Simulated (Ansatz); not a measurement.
One change: `[CH3][In]([CH3])[NH2]` becomes `[CH3][Al]([CH3])[NH2]`.

Ansatz, PBE0-D4/def2-TZVP geometries, multiplicity 1. Each molecule was computed in one conformer, which needn't be the lowest.

Elements past krypton have def2 core potentials.

| property | `[CH3][In]([CH3])[NH2]` |
| --- | --- |
| HOMO energy (PBE/def2-TZVPP) / eV | -5.25 |
| HOMO energy (ωB97M-V/def2-TZVPP) / eV | -8.95 |
| HOMO energy (B3LYP/def2-TZVPP) / eV | -6.33 |
| LUMO energy (PBE0/def2-TZVPP) / eV | -0.33 |
| size of the dipole moment (ωB97M-V/def2-TZVPP) / D | 0.31 |
| size of the dipole moment (PBE/def2-TZVPP) / D | 0.16 |

(1) What does the change do to each property? (An estimate is asked.)

Results:

(1) Computed: 
| property | `[CH3][Al]([CH3])[NH2]` | shift |
| --- | --- | --- |
| HOMO energy (PBE/def2-TZVPP) / eV | -5.81 | -0.56 |
| HOMO energy (ωB97M-V/def2-TZVPP) / eV | -9.61 | -0.66 |
| HOMO energy (B3LYP/def2-TZVPP) / eV | -6.95 | -0.62 |
| LUMO energy (PBE0/def2-TZVPP) / eV | 0.35 | 0.68 |
| size of the dipole moment (ωB97M-V/def2-TZVPP) / D | 0.62 | 0.31 |
| size of the dipole moment (PBE/def2-TZVPP) / D | 0.66 | 0.50 |

With PBE0 the HOMO falls by 0.64 eV and the LUMO rises by 0.68 eV, so the gap widens by about 1.32 eV. PBE moves the HOMO by -0.56 eV and ωB97M-V by -0.66 eV. Dipoles are sizes alone; their direction can turn.

B3LYP here is the variant with VWN-RPA as its local correlation; programs differ in this.
